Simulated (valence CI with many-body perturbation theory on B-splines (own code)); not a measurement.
**Ca XIV: fill in the table**

Level of theory: configuration interaction combined with many-body perturbation theory (CI+MBPT): five valence electrons over a frozen Dirac-Fock core [He], radial functions for each j: 9 s, 9 p, 8 d, 6 f, 3 g, 1 h, with the one-electron correlation potential Σ1 (screened to all orders), the two-electron term Σ2, the three-electron term Σ3, Breit, model QED; selected single and double excitations, second order for the rest (own B-spline code, finite nucleus).

No measured spectrum was set against this ion. As an estimate, levels of excited configurations hold to 0.05 to 0.15 % of their energy, terms of the ground configuration to about 0.5 %. Among the levels kept, up to 1900 cm⁻¹ of a level comes from second order outside the variational space, and about a tenth of that is noise between levels of different J, which matters for small intervals.

| Level | E (eV) |
| --- | --- |
| 2s²2p³ ⁴S°_3/2 | 0.00 |
| 2s²2p³ ²D°_3/2 | 13.18 |
| 2s²2p³ ²D°_5/2 | ? |
| 2s²2p³ ²P°_1/2 | 21.43 |
| 2s²2p³ ²P°_3/2 | ? |
| 2s2p⁴ ⁴P_5/2 | ? |
| 2s2p⁴ ⁴P_3/2 | 66.46 |
| 2s2p⁴ ⁴P_1/2 | 67.61 |
| 2s2p⁴ ²D_3/2 | ? |
| 2s2p⁴ ²D_5/2 | 88.41 |
| 2s2p⁴ ²S_1/2 | 102.40 |
| 2s2p⁴ ²P_3/2 | 106.52 |
| 2s2p⁴ ²P_1/2 | 109.91 |
| 2p⁵ ²P°_3/2 | 167.22 |
| 2p⁵ ²P°_1/2 | ? |
| 2s²2p²3s ⁴P_1/2 | 466.31 |
| 2s²2p²3s ⁴P_3/2 | 468.19 |
| 2s²2p²3s ⁴P_5/2 | 470.25 |
| 2s²2p²3s ²P_1/2 | ? |
| 2s²2p²3s ²P_3/2 | 473.73 |

(1) The levels stand in rising order. What does the calculation give for the missing energies?

Answers

(1) 2s²2p³ ²D°_5/2 14.12; 2s²2p³ ²P°_3/2 22.79; 2s2p⁴ ⁴P_5/2 63.97; 2s2p⁴ ²D_3/2 88.20; 2p⁵ ²P°_1/2 171.22; 2s²2p²3s ²P_1/2 471.35.
